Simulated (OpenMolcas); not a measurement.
## Cu⁺: CASPT2 settings compared

| Quantity | Value |
| --- | --- |
| Program | OpenMolcas |
| Basis | ANO-RCC-VTZP [6s5p3d2f1g] |
| Scalar Hamiltonian | DKH2, point nucleus |
| Active space | 10 electrons in 6 orbitals (3d 4s) |
| State averaging | 2S+1 = 3 even, 5 roots; 2S+1 = 1 even, 6 roots kept (CI in the orbitals of an earlier block) |
| Spin-orbit coupling | RASSI with atomic mean-field integrals over the reference wave functions, term energies averaged over their components |

Methods on the same reference wave functions:
A. CASSCF
B. SS-CASPT2, IPEA 0.75 Eh, sigma2 regulariser 0.5 Eh (closed shells correlated: 3s 3p)
C. SS-CASPT2, IPEA 0.5 Eh, imaginary shift 0.15 Eh (closed shells correlated: 3s 3p)

Energies in cm⁻¹ above 3d¹⁰ ¹S₀, the measured ground level; measured values from NIST Handbook of Basic Atomic Spectroscopic Data.

```
     Level       A      B      C  Measured
3d⁹ 4s ³D₃  -23759  23070  23370     21929
3d⁹ 4s ³D₂  -22820  23920  24220     22847
3d⁹ 4s ³D₁  -21729  25100  25400     23998
  3d¹⁰ ¹S₀     0.0    0.0    0.0       0.0
```

A puts 3d⁹ 4s ³D₃ lowest.

Deviations, from unrounded energies. A percentage is the sum of absolute deviations over the sum of measured energies, with the sign that they share, or ± where signs differ.

```tsv
Against measurement	Levels	A	B	C
mean absolute deviation (cm-1)	3	46000	1100	1400
other configurations (%)	3	-199.3	+4.8	+6.1
```

B lies closest to measurement on these levels and A furthest from it. The largest miss of B in the table is 3d⁹ 4s ³D₃, by +1100 cm-1. The ranking rests on the paired levels alone, and a cruder setting can come out closer through cancelling errors.

Between B and C the level of the table that moves most is 3d⁹ 4s ³D₃, by 300 cm-1 (lowest in B, highest in C). Moves below CASPT2's spread within the term are not significant.

The lowest spin-free term lies below A's lowest term by 0.857 hartree in B, 0.862 hartree in C.

Over all roots computed the reference weight is 0.86 to 0.93 in B, 0.86 to 0.92 in C; the roots of lowest weight are the least certain, and an intruder state may touch them. Terms from blocks run as CI alone lack orbitals of their own. A single d shell beside an s shell can misplace configurations of different d count against each other. Without dynamic correlation excited terms often stand tens of per cent too high (terms of higher spin than the ground term too low), and those without a measured partner can miss by more than the paired ones (holds for A). The lowest computed level is not the ground level that NIST lists (1S0) (holds for A). Computed and measured levels are paired by configuration, term and J; levels that our copy of the source lacks, or whose pairing is in doubt (as where it misses far off the trend of its configuration), stay unpaired and out of the deviations. Levels of configurations outside the active space are missing. The table leaves out levels that lie high or whose names do not pair safely across all columns.
